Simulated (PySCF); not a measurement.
**`InChI=1S/C5H7BrO/c1-5-2(3(5)6)4(5)7/h2-4,7H,1H3/t2-,3-,4+,5+/m1/s1`**

Geometry:
```tsv
atom	x (Å)	y (Å)	z (Å)
C1	0.719	-0.452	1.614
C2	0.112	-0.159	0.282
C3	-0.417	1.098	-0.414
C4	-1.319	-0.024	-0.077
Br5	-2.247	-1.142	-1.430
C6	0.732	0.327	-0.998
O7	0.731	-0.327	-2.204
H8	0.117	-1.187	2.145
H9	0.789	0.444	2.231
H10	1.720	-0.858	1.484
H11	-0.495	2.128	-0.129
H12	-2.032	0.115	0.727
H13	1.710	0.793	-0.887
H14	-0.120	-0.756	-2.368
```

Theory: TDDFT B3LYP/def2-SVPD circular dichroism and optical rotation, one conformer, gas phase in PySCF. Geometry: GFN2-xTB.

The molecule is flexible and this is one conformer; a measurement averages over conformers. The calculation is non-relativistic, which matters for the atoms heavier than Zn. States above about 7.3 eV lie in this functional's continuum (it starts at minus the energy of the highest occupied orbital, well below the true ionisation energy for most functionals) and depend on the basis.

Task: Draw the ECD and absorption spectra from the lowest 16 states, each a Gaussian of half-width 0.2 eV at 1/e height.

Result: 
| E (eV) | λ (nm) | Δε (L mol⁻¹ cm⁻¹) | ε (L mol⁻¹ cm⁻¹) |
| --- | --- | --- | --- |
| 5.20 | 239 | 0.00 | 0.159 |
| 5.35 | 232 | 0.00 | 4.29 |
| 5.50 | 226 | +0.09 | 48.1 |
| 5.65 | 220 | +0.92 | 310 |
| 5.80 | 214 | +0.99 | 1230 |
| 5.95 | 208 | -3.35 | 2450 |
| 6.10 | 203 | -8.31 | 4580 |
| 6.25 | 198 | -17.60 | 11200 |
| 6.40 | 194 | -18.84 | 12300 |
| 6.55 | 189 | -8.33 | 5090 |
| 6.70 | 185 | -2.78 | 2580 |
| 6.85 | 181 | +10.41 | 2870 |
| 7.00 | 177 | +25.91 | 3940 |
| 7.15 | 173 | +18.16 | 6690 |
| 7.30 | 170 | -4.77 | 10200 |
| 7.45 | 166 | -36.86 | 12200 |

Δε uses R in velocity form, ε uses f in length form. Only the states computed contribute, so the short-wavelength end is incomplete.
